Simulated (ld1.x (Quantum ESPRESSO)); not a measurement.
PBEsol PAW dataset for C (Z = 6), non-relativistic all-electron reference.

C, PAW, made with ld1.x (Quantum ESPRESSO) 7.5 (PBEsol, non-relativistic). Core [He], reference 2s2 2p1 (charge +1). Waves: 2s (bound): rcut 1.25, rcutus 1.40 bohr; 2s channel at 1.7 Ry: rcut 1.25, rcutus 1.40 bohr; 2p (bound): rcut 1.50, rcutus 1.90 bohr; 2p channel at -0.75 Ry: rcut 1.50, rcutus 1.90 bohr. Local part: all-electron potential smoothed inside 1.05 bohr (lloc = -1). Core correction: Bessel-smoothed model core inside 1.45 bohr. Augmentation charge: GAUSS, radius 0.90 bohr.

All-electron outer shells of the reference configuration (PBEsol, non-relativistic, ld1.x):

| shell | level (eV) | outermost node (bohr) | outermost maximum (bohr) |
| --- | --- | --- | --- |
| 2s | -25.61 | 0.38 | 1.17 |
| 2p | -16.91 | – | 1.11 |

Results:

```
Cutoffs needed                            : 18 Ry and 25 Ry (the cutoffs (Ry, on a coarse ladder) from which the occupation-weighted sum of valence levels, in a spherical-Bessel basis at the reference potential, stays within 10 and 1 mRy of its value at 400 Ry)
Ghost test                                : no extra level below or beside the all-electron valence levels (s, p, d, f tested) (spherical-Bessel basis up to 400 Ry, 20 bohr box)
Configuration tests                       : test run stopped at test 2 of 7 (negative rho)
Lowest eigenvalue of the overlap operator : 0.52 (s channel)
```

Generation and tests took about 2.1 s on one core of a shared server CPU.
